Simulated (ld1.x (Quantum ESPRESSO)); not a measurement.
**Reading a pseudo-wave (O (Z = 8))**

Columns: radius, all-electron u(r) and pseudo u(r) of the 2s shell (level -24.01 eV) of oxygen in the configuration [He] 2s1.5 2p4.5; BLYP, non-relativistic, PAW scheme, ld1.x (Quantum ESPRESSO) 7.5.

| r (bohr) | all-electron | pseudo |
| --- | --- | --- |
| 0.050 | 0.3344 | -0.0484 |
| 0.100 | 0.4227 | -0.0990 |
| 0.150 | 0.3716 | -0.1537 |
| 0.200 | 0.2466 | -0.2138 |
| 0.250 | 0.0879 | -0.2801 |
| 0.300 | -0.0800 | -0.3524 |
| 0.350 | -0.2426 | -0.4296 |
| 0.400 | -0.3918 | -0.5100 |
| 0.450 | -0.5235 | -0.5910 |
| 0.500 | -0.6362 | -0.6698 |
| 0.550 | -0.7298 | -0.7434 |
| 0.600 | -0.8050 | -0.8089 |
| 0.650 | -0.8634 | -0.8639 |
| 0.700 | -0.9064 | -0.9064 |
| 0.750 | -0.9359 | -0.9359 |
| 0.800 | -0.9537 | -0.9537 |
| 0.850 | -0.9614 | -0.9614 |
| 0.900 | -0.9607 | -0.9607 |
| 0.950 | -0.9529 | -0.9529 |
| 1.000 | -0.9393 | -0.9393 |
| 1.050 | -0.9209 | -0.9209 |
| 1.100 | -0.8989 | -0.8989 |
| 1.150 | -0.8739 | -0.8739 |
| 1.200 | -0.8468 | -0.8468 |
| 1.250 | -0.8180 | -0.8180 |
| 1.300 | -0.7882 | -0.7882 |

(1) How many radial nodes do the two functions have?

(2) At about which radius was the pseudo-wave matched?

(3) Where does each function peak?

(4) Is the pseudo-wave norm-conserving?

## Answers

(1) The all-electron 2s function has n − l − 1 = 1; the pseudo-wave has 0, since the states of the same l below it are removed with the core.

(2) 0.70 bohr, where the columns begin to agree (steps of 0.05 bohr).

(3) Outermost all-electron maximum near 0.85 bohr, pseudo maximum near 0.85 bohr (to the table’s step).

(4) No, it belongs to a PAW set: the norm inside the radius is not constrained, and the difference is carried by the augmentation charge.
